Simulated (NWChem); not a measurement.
System: MoSOClF; SMILES [Mo](=[S])(=[O])([Cl])[F]

def2 effective core potentials on Mo; no spin-orbit coupling.

**Question.** Give the equilibrium geometry at PBE0/def2-SVP with def2 effective core potentials on Mo (NWChem) as a Z-matrix, with the point group.

**Answer.** point group C1; any orientation.
```
Mo
O 1 1.6557
F 1 1.8346 2 110.32
S 1 2.0993 2 107.01 3 -118.99
Cl 1 2.2513 2 108.70 3 123.96
```
